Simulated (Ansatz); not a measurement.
Cl₂H₂S₂Ti, SMILES `[SH][Ti]([SH])([Cl])[Cl]`, one more setting.

```yaml
crystal:
  periodic: [false, false, false]
  atoms:
    - {symbol: S, position_ang: [-2.012939, 0.561679, 0.940904]}
    - {symbol: Ti, position_ang: [-0.223267, 0.082045, -0.369886]}
    - {symbol: S, position_ang: [1.208558, -1.171294, 1.091078]}
    - {symbol: Cl, position_ang: [-0.899445, -1.449722, -1.815402]}
    - {symbol: Cl, position_ang: [0.807310, 1.658814, -1.214607]}
    - {symbol: H, position_ang: [-1.161523, 1.527122, 1.372410]}
    - {symbol: H, position_ang: [2.173251, -1.148330, 0.079484]}
basis:
  gaussian: {orbitals: aug-cc-pVTZ}
total_charge: 1
magnetization: {spin_polarized: false, initial_magnetization: 1}
hamiltonian: {xc: {name: wPBEh}}
scf: {lower_state_search: light}
output: {forces: true}
```

```sh
$ ansatz run in.yaml --threads 4 --pin off --events-out ev --progress --plain --max-ram 10444MiB
```

Output, abridged:

```
Functional definition: wPBEh
2286 factors; their error is unknown
131 factors; integrals over basis functions are off by at most 1.0e-5 eV
mean field evaluation 1: about -69837.4034 eV, gradient 5.2e1 eV
mean field evaluation 2: about -69809.5351 eV, gradient 1.0e2 eV
mean field evaluation 4: about -69843.1220 eV, gradient 1.5e1 eV
mean field evaluation 8: about -69843.1228 eV, gradient 1.5e1 eV
mean field evaluation 16: about -69844.0275 eV, gradient 2.7e-3 eV
mean field -69844.02748306 eV, -2566.7206680202 hartree, gradient 1.3e-5 eV, S^2 0.750000; 8 other end points of the search recorded, 0 dependent functions left out
reference -69844.02755053 eV, -2566.7206704999 hartree; 45, 44 occupied and 294, 295 virtual orbitals, 2286 factors
Total energy: -69844.02755053 eV, -2566.7206704999 hartree
Atom 0 at    -2.012939     0.561679     0.940904 Å, force     0.851516    -0.069133    -0.399579 eV/Å
Atom 1 at    -0.223267     0.082045    -0.369886 Å, force    -2.597807    -1.856878    -0.218070 eV/Å
Atom 2 at     1.208558    -1.171294     1.091078 Å, force     0.931646    -0.320729    -0.533053 eV/Å
Atom 3 at    -0.899445    -1.449722    -1.815402 Å, force     0.460688     0.706726     0.807517 eV/Å
Atom 4 at     0.807310     1.658814    -1.214607 Å, force     0.915133     1.384159    -0.541333 eV/Å
Atom 5 at    -1.161523     1.527122     1.372410 Å, force    -0.172080     0.233455     0.121177 eV/Å
Atom 6 at     2.173251    -1.148330     0.079484 Å, force    -0.389095    -0.077599     0.763342 eV/Å
Dipole moment:     0.635576    -0.123405     0.536589 e Å
```

Run time 91 s (4 threads of an Arm Neoverse V1 on a shared host); peak host memory 2.9 GiB.
